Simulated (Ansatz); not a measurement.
Consider the ligand exchange at a B–C bond: `C=C(F)BCl` + `CCNC` → `CCN(C)BCl` + `C=CF`.

Program: Ansatz. Geometries: PBE0-D4/def2-TZVP. ΔE: electronic, gas phase. CCSD(T)/CBS is the MP2 limit (def2-TZVPP, def2-QZVPP) plus CCSD(T) − MP2 in def2-TZVPP, frozen cores. Functionals use def2-TZVPP. B3LYP here is the variant with VWN-RPA as its local correlation; programs differ in this. One conformer a species, not always the lowest.

Is it downhill or uphill in electronic energy at CCSD(T)/CBS, and by how much? (Estimate.)

The calculation gave: Downhill: ΔE = -127.0 kJ/mol.

What do these levels give: PBE-D4, r2SCAN-D4, PBE0-D4, ωB97X-V, PBE, PBE0, B3LYP, MP2/def2-TZVPP, CCSD(T)/def2-TZVPP, HF/def2-QZVPP, MP2/def2-QZVPP, SCS-MP2/def2-QZVPP? (Estimate.)

Ansatz gave: PBE-D4 -120.4, r2SCAN-D4 -121.1, PBE0-D4 -122.2, ωB97X-V -123.3, PBE -115.9, PBE0 -118.1, B3LYP -116.6, MP2/def2-TZVPP -131.6, CCSD(T)/def2-TZVPP -127.5, HF/def2-QZVPP -113.1, MP2/def2-QZVPP -131.4, SCS-MP2/def2-QZVPP -127.9 kJ/mol.

Largest T1 diagnostic among the species: 0.013.

In def2-TZVPP, CCSD(T) changes the Hartree–Fock value by −14.5 kJ/mol (the triples alone add −1.6 kJ/mol) and MP2 by −18.7 kJ/mol. The D4 term adds −7.0 kJ/mol with B3LYP and −4.2 kJ/mol with PBE0; it sums over pairs of atoms, weighted by their polarisabilities, and B3LYP, whose exchange is more repulsive, gets the larger term.
